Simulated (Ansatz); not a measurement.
Born–Oppenheimer molecular dynamics of H6O3Sn (10 atoms, charge 0, multiplicity 1). It starts at the highest image of a converged band. Of that band: The profile has 2 maxima (images 3, 6) with wells between them (image 5): this band takes more than one step, which may be the mechanism or a detour left from its start path. A structure lower than the last end lies on the path between it and the top, so the climb from that side starts below the end, which may itself be a saddle point or a shallow side well. A vibrational analysis at the climbing image gives one clearly imaginary mode, 400i cm⁻¹: a first-order saddle point.

The calculation used Ansatz 0.2.0, RKS PBE-D4/def2-SVP.

* ensemble: NVE (velocity Verlet)
* time step: 0.5 fs
* steps asked: 200
* starting velocities drawn for: 100 K
* seed: 3761

First frame:

```xyz
10
Properties=species:S:1:pos:R:3
Sn -0.724 -0.724 -0.579
O 1.519 -0.515 -0.358
H -0.413 -1.763 -1.950
H -1.404 -1.715 0.672
H -1.619 0.646 -1.144
H 1.150 0.179 0.481
O 0.101 0.696 1.059
O 0.021 2.070 0.590
H 1.986 -1.301 -0.014
H -0.616 2.427 1.242
```

**Question.** How far do the bonds stretch over the last three quarters of this one trajectory? (Pairs bonded in most of those frames.)

**Answer.** 
```json
{"bond": "Sn1–O2", "mean (Å)": "2.073", "spread (Å)": "0.064", "shortest": "1.98", "longest": "2.21"}
{"bond": "Sn1–H3", "mean (Å)": "1.749", "spread (Å)": "0.023", "shortest": "1.71", "longest": "1.79"}
{"bond": "Sn1–H4", "mean (Å)": "1.731", "spread (Å)": "0.016", "shortest": "1.70", "longest": "1.76"}
{"bond": "Sn1–H5", "mean (Å)": "1.719", "spread (Å)": "0.016", "shortest": "1.69", "longest": "1.75"}
{"bond": "O2–H9", "mean (Å)": "0.976", "spread (Å)": "0.005", "shortest": "0.97", "longest": "0.98"}
{"bond": "H6–O7", "mean (Å)": "1.014", "spread (Å)": "0.030", "shortest": "0.98", "longest": "1.09"}
{"bond": "O7–O8", "mean (Å)": "1.462", "spread (Å)": "0.006", "shortest": "1.45", "longest": "1.47"}
{"bond": "O8–H10", "mean (Å)": "0.980", "spread (Å)": "0.017", "shortest": "0.96", "longest": "1.00"}
```

Mean temperature of the second half: 256 K. The conserved energy stayed within 0.059 meV per atom of its start (net change 0.013 meV per atom), so the integration is sound. The system heated up, since it started high on the potential surface and ran downhill. A run of 0.1 ps of so small a system gives no equilibrium averages. The orbitals stay closed-shell, which can raise the energy where a bond breaks towards radicals; this wasn't checked here.

Run time: 5.5 min on 2 threads of Arm Neoverse V1, with other jobs on the host, peak memory 0.13 GiB.
